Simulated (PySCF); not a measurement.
**`CP(C)P1C=CCC=C1`: 4 charge schemes on one density**

C7H12P2.
SMILES with atom numbers: `[CH3:1][P:2]([CH3:3])[P:4]1[CH:5]=[CH:6][CH2:7][CH:8]=[CH:9]1` (hydrogens: H10, H11, H12 on C1; H13, H14, H15 on C3; H16 on C5; H17 on C6; H18, H19 on C7; H20 on C8; H21 on C9)

Geometry (GFN2-xTB, Å), atoms numbered from 1 in this order:
```
atom  x, y, z in Å
C1     2.465   -1.586    0.263
P2     1.676    0.066    0.567
C3     2.698    1.037   -0.642
P4    -0.066   -0.242   -0.750
C5    -0.874    1.354   -0.477
C6    -2.157    1.465   -0.160
C7    -3.071    0.295    0.052
C8    -2.360   -0.881    0.651
C9    -1.093   -1.186    0.403
H10    3.489   -1.550    0.634
H11    1.929   -2.357    0.812
H12    2.471   -1.834   -0.798
H13    2.318    2.055   -0.710
H14    2.688    0.580   -1.631
H15    3.721    1.078   -0.271
H16   -0.261    2.233   -0.631
H17   -2.602    2.442   -0.022
H18   -3.501   -0.002   -0.914
H19   -3.904    0.590    0.695
H20   -2.942   -1.486    1.335
H21   -0.633   -2.056    0.855
```

Density: PBE0/pcSseg-1 (PySCF); schemes: Mulliken, IAO, Hirshfeld and ESP-fitted. The structure is a single GFN2-xTB conformer in the gas phase; no vibrational or solvent corrections.

Problem. Atoms with like bonding are taken together and averaged. At which atom do the 4 schemes differ most?

Solution. At C7: from -0.283 (IAO) to +0.231 e (ESP-fitted), 0.514 e apart.

Problem. Which atoms carry the highest charge in the Mulliken, IAO, Hirshfeld and ESP-fitted schemes?

Solution. The schemes don't all agree: Mulliken P4 (+0.360); IAO P4 (+0.344); Hirshfeld P4 (+0.104); ESP-fitted C7 (+0.231).

Problem. Tabulate the Mulliken, IAO, Hirshfeld and ESP-fitted charges.

Solution. In e; atoms taken as equivalent share a row and are averaged (×n: the atom named and its like, n in all):

| atom | environment | Mulliken | IAO | Hirshfeld | ESP-fitted |
| --- | --- | --- | --- | --- | --- |
| C1/C3 | sp3 carbon bound to phosphorus | -0.496 | -0.608 | -0.169 | -0.398 |
| P2 | three-coordinate phosphorus | +0.139 | +0.330 | +0.102 | -0.115 |
| P4 | three-coordinate phosphorus | +0.360 | +0.344 | +0.104 | -0.034 |
| C5/C9 | alkene CH carbon | -0.364 | -0.360 | -0.115 | -0.222 |
| C6/C8 | alkene CH carbon | -0.132 | -0.137 | -0.043 | -0.185 |
| C7 | allylic carbon | -0.176 | -0.283 | -0.070 | +0.231 |
| H10 (×6) | methyl hydrogen | +0.149 | +0.151 | +0.041 | +0.148 |
| H16/H21 | vinylic hydrogen | +0.133 | +0.153 | +0.042 | +0.207 |
| H17/H20 | vinylic hydrogen | +0.104 | +0.149 | +0.047 | +0.098 |
| H18/H19 | methylene hydrogen | +0.147 | +0.154 | +0.048 | +0.017 |

Mean size of the charges over all atoms: IAO 0.238 e, Mulliken 0.206 e, ESP-fitted 0.167 e, Hirshfeld 0.069 e. Each set sums to the total charge, 0, to within 0.001 e. The Hirshfeld scheme weights the molecular density at each point by an atom's share of the summed free-atom densities. The Mulliken scheme counts on each atom the diagonal of the density matrix times the overlap matrix over that atom's basis functions.

Some averages cover members that differ in this geometry: H10 (×6), ESP-fitted +0.126 to +0.176; C6/C8, ESP-fitted -0.207 to -0.163; H18/H19, Mulliken +0.134 to +0.161 e.

Problem. How closely do the schemes follow one another over all atoms?

Solution. Correlation coefficient and root-mean-square difference: IAO with Hirshfeld 1.00, 0.198 e; Mulliken with Hirshfeld 0.98, 0.161 e; Mulliken with IAO 0.98, 0.061 e; Mulliken with ESP-fitted 0.77, 0.154 e; IAO with ESP-fitted 0.72, 0.194 e; Hirshfeld with ESP-fitted 0.71, 0.148 e.

Problem. Sum the charges by element.

Solution. 
| element | atoms | Mulliken | IAO | Hirshfeld | ESP-fitted |
| --- | --- | --- | --- | --- | --- |
| C | 7 | -2.160 | -2.494 | -0.723 | -1.378 |
| P | 2 | +0.499 | +0.673 | +0.206 | -0.149 |
| H | 12 | +1.662 | +1.820 | +0.518 | +1.527 |

The run behind these numbers computed NMR shieldings as well. The run took about 2.2 min of CPU time (one thread, shared machine).
